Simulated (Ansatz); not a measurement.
CdHI (SMILES [CdH][I]) moved off its minimum; all values from Ansatz (a first-principles code), cores frozen in correlated methods. Elements past Kr take the def2 small-core potentials, without spin–orbit coupling.
(charge 0, multiplicity 1)
```xyz
3

Cd     0.0440    -0.0210    -1.4293
H      0.0070     0.0061    -2.9676
I      0.1014    -0.0075     1.2304
```

Q: Give the forces (eV/Å), the total energy and the dipole at CCSD(T)/def2-TZVPPD.

A: 
| atom | Fx | Fy | Fz |
|---|---|---|---|
| Cd1 | 0.053 | 0.002 | 2.401 |
| H2 | -0.046 | 0.013 | -2.002 |
| I3 | -0.007 | -0.015 | -0.399 |
Energy -464.7500 hartree, dipole 2.23 D.
